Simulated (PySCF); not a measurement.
# SMILES C#C[C@@]1(F)C=C[CH+][C@H]1F, [C7H5F2]+, charge +1

Cartesian coordinates in Å; atom numbers follow the order of the lines, from 1:
```xyz
14

C     2.4491    0.6554   -0.8972
C     1.5411    0.3342   -0.1851
C     0.5005   -0.1105    0.7479
F     1.0149   -0.4803    1.9370
C    -0.4653    1.0099    0.8021
C    -1.5068    0.8025   -0.0879
C    -1.4171   -0.4695   -0.6250
C    -0.3563   -1.2473    0.0325
F     0.3128   -2.0834   -0.7733
H     3.2701    0.9165   -1.5063
H    -0.3291    1.8553    1.4623
H    -2.2673    1.5274   -0.3315
H    -1.9799   -0.8571   -1.4632
H    -0.7673   -1.8536    0.8653
```

Total charge +1.

Theory: GIAO B3LYP/3-21G magnetisability, rotational g tensor and spin-rotation constants, non-relativistic, gas phase (PySCF). Geometry: GFN2-xTB.

For an ion the centre-of-mass motion in the field is neglected.

Question: Give the nuclear spin-rotation constants along the inertial axes (H = +C I·J) beside the isotropic shieldings.

Answer: Rotational constants 2.0217, 1.6970, 1.4738 GHz. A star marks the isotopologue with that one atom substituted, in its own axes.
```tsv
atom	isotope	Caa (kHz)	Cbb (kHz)	Ccc (kHz)	mean (kHz)	σ (ppm)
F4	19F	1.398	1.119	1.294	1.270	335.6
F9	19F	0.069	1.447	1.707	1.074	346.3
H10	1H	-0.101	-0.226	-0.111	-0.146	29.4
H11	1H	-0.206	0.158	-0.216	-0.088	23.2
H12	1H	-0.099	-0.086	-0.115	-0.100	24.9
H13	1H	-0.038	-0.059	-0.131	-0.076	22.6
H14	1H	-0.208	-0.216	0.044	-0.127	26.0
C1	13C*	0.376	0.427	0.291	0.365	116.2
C2	13C*	0.243	0.428	0.258	0.310	136.8
C3	13C*	0.455	0.407	0.298	0.387	109.0
C5	13C*	0.811	0.856	0.286	0.651	14.3
C6	13C*	0.603	0.577	0.269	0.483	75.1
C7	13C*	0.724	0.843	0.450	0.672	0.5
C8	13C*	0.412	0.393	0.376	0.394	103.9
```
For the geometry as given, no vibrational averaging.
